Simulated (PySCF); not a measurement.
The numbers are results of M06-2X/def2-TZVP // B3LYP-D3(BJ)/def2-SVP run with PySCF, not measurements. Isolated molecules, 0 K electronic values unless said otherwise. Excitations are Tamm–Dancoff values on a coarser integration grid. The basis has no diffuse functions, so Rydberg states are missing or too high.

Reference species (SMILES): `Cc1cc2cccc([SiH3])c2s1` (neutral, multiplicity 1).

The brightest of the four lowest singlets (TDA) is 5.80 eV and the T1 excitation (TDA) is 3.70 eV.

Changed species: `s1c(cc2c1ccc(c2)[SiH3])C`.

Task: What does the change do to the brightest of the four lowest singlets (TDA) and T1 excitation (TDA)?

Result: the brightest of the four lowest singlets (TDA) rises by 0.05 eV, to 5.85 eV; the T1 excitation (TDA) increases by 0.03 eV, to 3.73 eV.
